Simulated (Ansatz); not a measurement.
```xyz
12

B     1.4280   -0.0304    0.0355
N     0.6698    1.2481   -0.0224
B    -0.7329    1.2092    0.0238
N    -1.4290    0.0111   -0.0439
B    -0.6942   -1.2508   -0.0409
N     0.6956   -1.2010   -0.0459
H     2.6644    0.0147   -0.0470
H     1.2501    2.0933   -0.0292
H    -1.3424    2.2632    0.0307
H    -2.4393   -0.0144    0.0434
H    -1.3586   -2.3112   -0.0377
H     1.1726   -2.1150   -0.0271
```

Basis set: cc-pVDZ (spherical functions). Correlated methods keep 6 orbitals frozen. Charge 0, multiplicity 1.

Computed with Ansatz (development build ahead of 0.2.0); each method stands on the lowest determinant of its kind that the runs found. Restricted open shells among the atoms or ions are ROHF, correlated in semicanonical orbitals with singles.

Q: Give the atomization energy at this shape (free ground-state atoms in the same class of orbitals less the molecule, no zero-point energy) of singlet B₃N₃H₆ by RHF-MP2, RHF.

A:

```tsv
method	atomization energy
RHF-MP2	1139.37 kcal/mol
RHF	889.01 kcal/mol
```

Caution: the shape is not the minimum.
